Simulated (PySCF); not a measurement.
# How methods differ on the ionisation energy of Ni

Ni [Ar] 3d8 4s2 (3F) → Ni⁺ [Ar] 3d9 (2D), as a difference of total energies. Calculation: PySCF 2.14, in x2c-SVPall; the spin-free X2C one-electron Hamiltonian (Gaussian nucleus). Correlated levels: valence: [Ar] frozen. The calculations carry no spin-orbit coupling.

```json
{"method": "UHF", "ionisation energy (eV)": "8.167"}
{"method": "TPSS", "ionisation energy (eV)": "7.502"}
{"method": "PBE0", "ionisation energy (eV)": "7.670"}
{"method": "MP2 (valence)", "ionisation energy (eV)": "6.702"}
{"method": "SCS-MP2 (valence)", "ionisation energy (eV)": "7.012"}
```

Problem. How much does correlation contribute at MP2 (valence)?

Solution. 6.702 − (8.167) = -1.465 eV, measured against UHF.

The reference lies between the lowest fine-structure levels, while these numbers refer to the centres of the terms.

Errors of the correlated levels include the incompleteness of this basis and the frozen core.

MP2 underrates the near-degeneracy of ns² with np² in the lower species.

For comparison: 7.640 eV (measured; NIST Atomic Spectra Database, ionization energies).
